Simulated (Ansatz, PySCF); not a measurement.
This PySCF input computes a PBE/def2-TZVPD energy:

```python
from pyscf import gto, scf, dft

mol = gto.M(
    atom='''
    Bi   -0.00000000   -0.00000000   -1.31947480
    Bi    0.00000000    0.00000000    1.31947480
    ''',
    basis='def2-tzvpd',
    ecp='def2-tzvp',
    charge=0,
    spin=0,
    verbose=4,
)

mf = dft.RKS(mol, xc='pbe').density_fit(auxbasis='def2-universal-jkfit')
mf.grids.level = 3
mf.conv_tol = 1e-9
mf.max_cycle = 100
mf.max_memory = 1500
mf.kernel()
if not mf.converged:
    mf = mf.newton()
    mf.kernel(mf.make_rdm1())
mf.analyze()
```

**Question.** Write an input for the same energy in Ansatz (a first-principles code) and say what it gives.

**Answer.** 
Ansatz 0.2 input:
```yaml
crystal:
  periodic: [false, false, false]
  atoms:
    - {symbol: Bi, position_ang: [-0.00000000, -0.00000000, -1.31947480]}
    - {symbol: Bi, position_ang: [0.00000000, 0.00000000, 1.31947480]}
basis:
  gaussian:
    orbitals: def2-TZVPD
hamiltonian:
  xc: {name: PBE}
output: {forces: true}
```
It gives -429.37886 Eh, and PySCF -429.37886 Eh, a difference of 0.00 mEh.
